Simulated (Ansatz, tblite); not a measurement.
Forces on triphenylsulfonium tris(triflyl)methide (C₂₂H₁₅F₉O₆S₄) at its PBE-D4/def2-SVP geometry. The state is a singlet with charge 0.

The xTB rows come from tblite. Single mean-field runs in def2-SVP are fitted with def2-universal-jkfit.

GFN2-xTB (tblite), largest force 2.81 eV/Å:

```xyz
56
positions Å, forces eV/Å
O     0.868    1.620    4.106   -1.503   -1.144   -2.075
S    -0.027    1.168    3.027    1.409    0.018    0.159
O     0.272   -0.099    2.301   -0.351    2.042    1.144
C    -0.287    2.490    1.927    0.152   -0.060    0.018
S    -1.271    2.220    0.532    0.052   -1.100   -0.619
O    -2.096    1.007    0.827    1.731    1.994   -0.796
O    -0.558    2.302   -0.773   -1.277   -0.607    2.333
C    -2.591    3.626    0.453    0.311   -0.279   -0.092
F    -2.757    4.192    1.647   -0.045   -0.115   -0.435
F    -3.736    3.022    0.088    0.292    0.450    0.120
F    -2.273    4.532   -0.461   -0.343   -0.229    0.337
S     0.563    3.998    2.082   -0.998    0.926    0.384
O     0.685    4.452    3.475   -0.390   -0.553   -2.647
O     0.043    4.866    1.001    0.793   -1.411    2.115
C     2.358    3.623    1.552   -0.045    0.194   -0.068
F     2.437    3.570    0.206    0.174   -0.024    0.707
F     2.776    2.446    2.045   -0.025    0.414   -0.324
F     3.156    4.598    1.994   -0.108   -0.487   -0.292
C    -1.730    0.846    3.881    0.312   -0.146   -0.089
F    -1.504    0.747    5.195   -0.352   -0.037   -0.450
F    -2.579    1.850    3.651    0.222   -0.387    0.105
F    -2.260   -0.303    3.442    0.086    0.488    0.330
C     4.403   -0.552   -0.618   -0.289   -0.047    0.020
C     3.601    0.601   -0.612   -0.097   -0.180    0.061
C     2.205    0.490   -0.574    0.282   -0.329   -0.027
C     1.641   -0.796   -0.558    0.568   -0.046   -0.087
S    -0.151   -0.811   -0.454   -0.265    0.496    0.585
C    -0.690   -0.657   -2.161   -0.169    0.011   -0.651
C    -1.968   -0.096   -2.326    0.222   -0.085   -0.348
C    -2.464    0.056   -3.628    0.215   -0.016    0.032
C    -1.684   -0.323   -4.733    0.127   -0.042    0.269
C    -0.398   -0.855   -4.545   -0.159    0.089    0.184
C     0.113   -1.026   -3.250   -0.380    0.165   -0.095
C    -0.583   -2.509   -0.029   -0.105   -0.707    0.048
C    -0.735   -3.511   -1.002   -0.082   -0.108    0.414
C    -1.097   -4.800   -0.585   -0.001    0.157    0.193
C    -1.306   -5.069    0.778    0.065    0.280   -0.113
C    -1.160   -4.049    1.731    0.002    0.067   -0.186
C    -0.804   -2.751    1.337   -0.004   -0.322   -0.306
C     2.419   -1.962   -0.553    0.237    0.392    0.013
C     3.816   -1.827   -0.586   -0.129    0.229    0.006
H     5.500   -0.456   -0.637   -0.699   -0.065    0.011
H     4.055    1.602   -0.618   -0.235   -0.660   -0.036
H     1.559    1.381   -0.562    0.383   -0.655   -0.086
H    -2.538    0.239   -1.446    0.388   -0.311   -0.566
H    -3.461    0.496   -3.778    0.633   -0.288    0.074
H    -2.077   -0.190   -5.752    0.253   -0.090    0.647
H     0.218   -1.133   -5.414   -0.394    0.173    0.542
H     1.126   -1.423   -3.091   -0.616    0.226   -0.092
H    -0.588   -3.290   -2.069   -0.068   -0.124    0.648
H    -1.222   -5.596   -1.334    0.083    0.496    0.485
H    -1.594   -6.082    1.096    0.192    0.639   -0.205
H    -1.337   -4.257    2.797    0.113    0.107   -0.691
H    -0.686   -1.932    2.063   -0.054   -0.581   -0.558
H     1.949   -2.955   -0.508    0.275    0.611   -0.041
H     4.447   -2.728   -0.578   -0.387    0.571   -0.010
```

PBE-D4/def2-SVP (Ansatz), largest force 0.02 eV/Å:

```
O 0.003 0.000 -0.001
S -0.005 0.002 -0.005
O -0.006 0.004 0.006
C 0.005 -0.002 -0.007
S -0.010 0.001 0.013
O 0.008 0.009 -0.016
O -0.008 -0.008 0.007
C 0.008 -0.007 0.007
F -0.002 -0.003 -0.004
F -0.002 0.000 0.003
F 0.003 0.004 -0.004
S -0.005 -0.002 0.006
O -0.002 0.004 0.003
O -0.001 0.000 -0.003
C 0.012 0.004 0.005
F -0.001 0.000 0.000
F 0.000 0.004 -0.004
F -0.005 -0.009 -0.002
C 0.018 -0.013 0.005
F -0.001 0.003 -0.001
F -0.007 0.009 -0.003
F -0.002 0.002 -0.002
C -0.001 -0.004 -0.004
C 0.002 0.000 0.006
C -0.003 -0.001 -0.006
C 0.001 0.000 0.001
S -0.003 0.002 0.003
C 0.003 -0.009 -0.004
C -0.004 0.001 -0.001
C 0.003 0.003 0.004
C -0.010 -0.005 -0.006
C 0.008 -0.003 0.000
C 0.001 0.010 -0.002
C -0.004 -0.003 -0.010
C 0.005 0.005 0.003
C -0.002 -0.003 -0.003
C 0.000 0.006 0.006
C -0.016 -0.004 -0.005
C 0.023 -0.003 -0.003
C -0.001 0.000 0.002
C 0.003 0.003 -0.002
H -0.001 -0.001 0.003
H -0.002 -0.003 -0.001
H 0.001 -0.002 -0.001
H 0.000 0.000 -0.003
H -0.003 0.000 0.000
H 0.002 0.005 0.003
H -0.002 -0.002 0.004
H 0.004 -0.002 0.001
H -0.002 0.002 0.006
H 0.002 0.008 0.009
H 0.002 -0.002 0.003
H 0.002 -0.004 -0.003
H -0.008 -0.003 -0.003
H 0.001 0.004 0.000
H -0.001 0.001 0.001
```

r2SCAN-D4/def2-SVP (Ansatz), largest force 0.85 eV/Å:

```
O -0.508 -0.235 -0.611
S 0.378 -0.258 0.181
O -0.208 0.695 0.410
C 0.059 0.012 -0.033
S -0.120 -0.316 -0.357
O 0.426 0.659 -0.071
O -0.422 -0.022 0.713
C -0.046 0.073 -0.011
F 0.052 -0.208 -0.476
F 0.428 0.262 0.141
F -0.153 -0.357 0.369
S -0.053 0.417 0.148
O -0.042 -0.260 -0.813
O 0.249 -0.515 0.556
C 0.111 0.011 -0.034
F -0.022 -0.010 0.523
F -0.160 0.451 -0.205
F -0.304 -0.403 -0.186
C -0.070 -0.045 0.050
F -0.121 0.032 -0.514
F 0.297 -0.392 0.084
F 0.201 0.451 0.177
C -0.045 -0.012 -0.002
C -0.016 -0.028 0.010
C 0.042 -0.039 0.000
C 0.149 0.025 0.019
S 0.082 -0.168 -0.168
C -0.059 0.040 -0.131
C 0.030 -0.009 -0.048
C 0.030 -0.008 0.000
C 0.008 -0.009 0.043
C -0.015 0.007 0.030
C -0.034 0.041 -0.017
C -0.061 -0.127 0.064
C -0.010 -0.008 0.036
C 0.004 0.026 0.024
C 0.012 0.057 -0.004
C -0.012 -0.012 -0.037
C 0.022 -0.027 -0.029
C 0.018 0.036 0.011
C -0.015 0.041 -0.005
H -0.239 -0.021 0.009
H -0.092 -0.211 0.000
H 0.135 -0.173 0.004
H 0.113 -0.076 -0.187
H 0.213 -0.094 0.032
H 0.087 -0.022 0.224
H -0.133 0.058 0.192
H -0.199 0.075 -0.035
H -0.034 -0.048 0.220
H 0.029 0.181 0.169
H 0.063 0.218 -0.065
H 0.040 0.041 -0.233
H -0.049 -0.194 -0.162
H 0.102 0.203 -0.006
H -0.138 0.195 0.000
```
